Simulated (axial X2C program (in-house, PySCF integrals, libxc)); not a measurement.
Spin–orbit effects along a row: molecules with F (ions), MP2

Calculated with an axial X2C code built on PySCF integrals, spin-free (one-electron X2C) or two-component (2c: spin–orbit coupling with atomic mean-field Coulomb and Gaunt terms, which also bring small scalar terms), in Dyall basis sets with cores contracted in-house; open shells are unrestricted.

Basis sets: As dyall-cv3z, Ca dyall-cv3z, Cr dyall-cv3z, F dyall-av3z, Ge dyall-cv3z, Mn dyall-cv3z. Frozen shells (counts by l): CaF⁺ Ca 3s2p, F 1s, 8 electrons correlated; CrF⁺ Cr 3s2p, F 1s, 12 electrons correlated; MnF⁺ Mn 3s2p, F 1s, 13 electrons correlated; GeF⁺ Ge 3s2p1d, F 1s, 10 electrons correlated; AsF⁺ As 3s2p1d, F 1s, 11 electrons correlated. Where the outer core of a metal is frozen, bonds come out longer and ionisation energies lower. Frozen cores can differ along the series, which adds to the trend.

```tsv
molecule	spin-free state	Re (Å)	ωe (cm⁻¹)	De (eV)	2c state	Re 2c (Å)	ωe 2c (cm⁻¹)	De 2c (eV)
CaF⁺	M_S = 0, Λ = 0	1.916	653.0	6.02	Ω = 0	1.916	653.0	6.01
CrF⁺	M_S = 2, Λ = 0	1.736	776.0	3.94	Ω = 2	1.736	775.8	3.92
MnF⁺	M_S = 5/2, Λ = 0	1.765	723.1	4.10	Ω = 5/2	1.765	722.8	4.09
GeF⁺	M_S = 0, Λ = 0	1.678	804.7	6.03	Ω = 0	1.679	804.3	5.90
AsF⁺	M_S = 1/2, Λ = 1	1.663	831.9	4.82	Ω = 1/2	1.664	830.6	n/a
```

Fragments in 2c: Ca+ + F, Cr+ + F, Mn+ + F, Ge+ + F, As+ + F. Each entry is the lowest single determinant of a limited PBE0 search at one distance. De goes to single-determinant-based atoms at the same level (for ions the charge split of lowest energy) and is withheld (n/a) where an atom does not fit its ground term or J level. Main or longest-lived isotopes. One determinant is a doubtful description, or other states lie close, for CrF⁺, MnF⁺; these need not be ground states, and all values refer to the states named. Some open-shell Ω = 0 determinants are out of reach, so the Ω given for CrF⁺ need not be the lowest component. With several unpaired electrons the Ω given is that of one determinant, not necessarily of the lowest component.
